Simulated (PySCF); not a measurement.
**Nuclear quadrupole coupling in `CC[Si@H]1C(=O)C=C1C[SiH3]`**

C6H12OSi2.
Geometry (GFN2-xTB, Å), atoms numbered from 1 in this order:
```
atom  x, y, z in Å
C1    -2.4085   -1.2070   -0.7648
C2    -2.2680    0.3026   -0.5881
Si3   -0.4594    0.8766   -0.7083
C4     0.1111    2.5803    0.0424
O5    -0.0281    3.7585   -0.1885
C6     0.8742    1.8894    1.0810
C7     0.6458    0.5787    0.8224
C8     1.1869   -0.5930    1.5194
Si9    2.6522   -1.3357    0.5298
H10   -3.4528   -1.5077   -0.7032
H11   -2.0197   -1.5193   -1.7311
H12   -1.8573   -1.7380    0.0076
H13   -2.6921    0.5930    0.3751
H14   -2.8630    0.8066   -1.3513
H15    0.1314    0.4569   -1.9849
H16    1.4680    2.3366    1.8636
H17    1.5341   -0.3240    2.5191
H18    0.4215   -1.3637    1.6176
H19    2.1546   -1.8224   -0.7576
H20    3.1921   -2.4475    1.3155
H21    3.6681   -0.3039    0.3327
```

Field gradients from the PBE0/pcSseg-1 density (PySCF, non-relativistic), principal values in atomic units, ordered |Vxx| ≤ |Vyy| ≤ |Vzz|:

| atom | Vxx | Vyy | Vzz |
| --- | --- | --- | --- |
| O5 | 0.5131 | 1.3568 | -1.8700 |

**Question.** Find the asymmetry η = (Vxx − Vyy)/Vzz and the couplings χ = eQV/h (234.96 MHz × Q in barn × V in au), with Q(17O) = −0.0256 b.

**Answer.** 
| atom | environment | nucleus | η | χzz (MHz) | χxx (MHz) | χyy (MHz) |
| --- | --- | --- | --- | --- | --- | --- |
| O5 | carbonyl oxygen | 17O | 0.45 | 11.25 | -3.09 | -8.16 |

The tensor is traceless: Vxx + Vyy + Vzz = 0.

**Question.** What is Vzz at O5 in SI units (1 au = 9.71736 × 10²¹ V/m²)?

**Answer.** -1.8700 au = -18.171 × 10²¹ V/m².

**Question.** What couplings would deuterons (Q(2H) = 0.00286 b) have in place of the hydrogens, at this geometry?

**Answer.** 
```
atom  bonded to  bond length (Å)  Vzz (au)     η  χzz (kHz)
 H10         C1            1.089    0.3136  0.02        211
 H11         C1            1.087    0.3139  0.02        211
 H12         C1            1.087    0.3162  0.03        212
 H13         C2            1.092    0.3096  0.03        208
 H14         C2            1.091    0.3114  0.02        209
 H15        Si3            1.468    0.1595  0.01        107
 H16         C6            1.079    0.3324  0.03        223
 H17         C8            1.092    0.3086  0.03        207
 H18         C8            1.091    0.3129  0.04        210
 H19        Si9            1.464    0.1620  0.02        109
 H20        Si9            1.465    0.1614  0.01        108
 H21        Si9            1.461    0.1633  0.01        110
```

One conformer (not necessarily the lowest) at the GFN2-xTB geometry, without solvent, vibrations or thermal averaging. GFN2-xTB bond lengths can be off by several hundredths of an ångström, more for odd bonds, and the gradients follow them. With a basis this small, the couplings can be 20 % off.

These values come from a run that also computed NMR shieldings. Time: 75 s wall; peak memory 1.1 GiB. Hardware: one thread of an Arm Neoverse V1, shared host with 32 logical CPUs at a one-minute load of 20.
